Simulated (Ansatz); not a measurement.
A nudged elastic band was laid between two geometries of AlBH5NO (9 atoms, charge 0, multiplicity 1).

Computed with RKS BHLYP-D4/def2-SVP in Ansatz 0.2.0.

| Quantity | Value |
| --- | --- |
| movable images | 9 |
| climbing image | yes |
| spring | 5.0 eV/Å² |
| optimiser | quadratic models (default) |
| start path | through a guess of the saddle point |
| force threshold | 0.05 eV/Å |
| iteration limit | 56 |
| end points | relaxed |

Initial state:

```xyz
9
Properties=species:S:1:pos:R:3
B -1.037 0.850 -1.410
Al -0.079 0.028 0.286
N 1.379 -0.970 0.193
O -0.775 0.366 1.797
H -1.901 0.274 -2.017
H -0.772 1.940 -1.845
H 1.867 -1.373 0.976
H 1.852 -1.225 -0.659
H -0.534 0.111 2.679
```

Final state:

```xyz
9
Properties=species:S:1:pos:R:3
B -1.036 0.851 -1.410
Al -0.081 0.028 0.287
N 1.379 -0.968 0.193
O -0.779 0.361 1.798
H -1.907 0.279 -2.011
H -0.762 1.935 -1.852
H 1.857 -1.214 -0.659
H 1.863 -1.378 0.975
H -0.533 0.105 2.678
```

(1) What changes between the two ends?

(2) What energy profile does the band end with?

(3) What is the geometry of the highest image?

(4) What are the harmonic wavenumbers there?

Results:

(1) No bond is made or broken. The dihedral O4–Al2–N3–H8 goes from 180 to 0°. The two ends are copies of one structure, up to a mirror image or an exchange of like atoms.

(2) The run converged. The highest image is number 5 of 0 to 10, 5.6 kcal/mol above the ends, which have the same energy within 2 meV. A vibrational analysis at the climbing image gives one clearly imaginary mode, 329i cm⁻¹: a first-order saddle point.

```csv
image,path coordinate (Å),energy (kcal/mol),dihedral O4–Al2–N3–H8 (°)
0,0.00,0.0,180
1,0.38,0.2,-170
2,0.77,1.2,-153
3,1.15,3.0,-133
4,1.53,4.9,-112
5,1.92,5.6,-90
6,2.29,4.9,-69
7,2.67,3.1,-49
8,3.04,1.3,-30
9,3.42,0.2,-13
10,3.79,0.0,0
```

(3) 
```xyz
9
Properties=species:S:1:pos:R:3
B -1.091 0.804 -1.391
Al -0.082 0.040 0.291
N 1.400 -0.954 0.187
O -0.770 0.430 1.796
H -1.960 0.201 -1.963
H -0.829 1.871 -1.882
H 1.427 -1.958 0.124
H 2.342 -0.599 0.192
H -0.437 0.164 2.646
```

(4) 329i, 152, 192, 210, 213, 253, 420, 527, 558, 590, 636, 795, 866, 916, 1200, 1576, 2613, 2690, 3686, 3768, 4079 cm⁻¹.

The run took 12 min on 1 thread of Intel(R) Xeon(R) Platinum 8488C (Sapphire Rapids), on a shared host, peak memory 0.17 GiB.
